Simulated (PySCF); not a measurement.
Mg(Cl)(Me) (CH3ClMg), SMILES [CH3][Mg][Cl]. Atoms are numbered in the order given.

```xyz
6

Mg     0.0000     0.0000     0.4635
Cl     0.0000     0.0000    -1.7436
C      0.0000     0.0000     2.5427
H      0.8883     0.5129     2.9409
H      0.0000    -1.0258     2.9409
H     -0.8883     0.5129     2.9409
```
Charge 0, spin multiplicity 1.

Coordinates come from a PBE-D3(BJ)/def2-TZVP optimisation.

All values below come from PySCF 2.14.0 with PBE-D3(BJ)/def2-TZVP.

Frequencies are harmonic and unscaled.

Modes within 1.5 cm⁻¹ of each other (mostly degenerate sets) share a row, with their intensities summed.

Q: List the normal modes with their intensities. (Estimate from the structure and the level; the computed values follow.)

A: 
```csv
mode,ν (cm⁻¹),IR (km/mol),Raman (Å⁴/amu),depolarisation,moving atoms (share of kinetic energy)
1–2,103,55.4,3.0,0.75,"Mg 60 %, H 15 %, C 14 %, Cl 11 %"
3,362,13.2,31.3,0.15,"Cl 45 %, C 38 %, H 9 %"
4–5,575,149.0,6.6,0.75,"H 81 %, C 15 %"
6,612,84.2,8.8,0.06,"Mg 60 %, C 26 %"
7,1108,0.4,85.7,0.11,"H 83 %, C 17 %"
8–9,1399,0.0,2.2,0.75,H 95 %
10,2965,15.7,150.9,0.00,H 97 %
11–12,3047,18.3,228.7,0.75,"H 91 %, C 9 %"
```
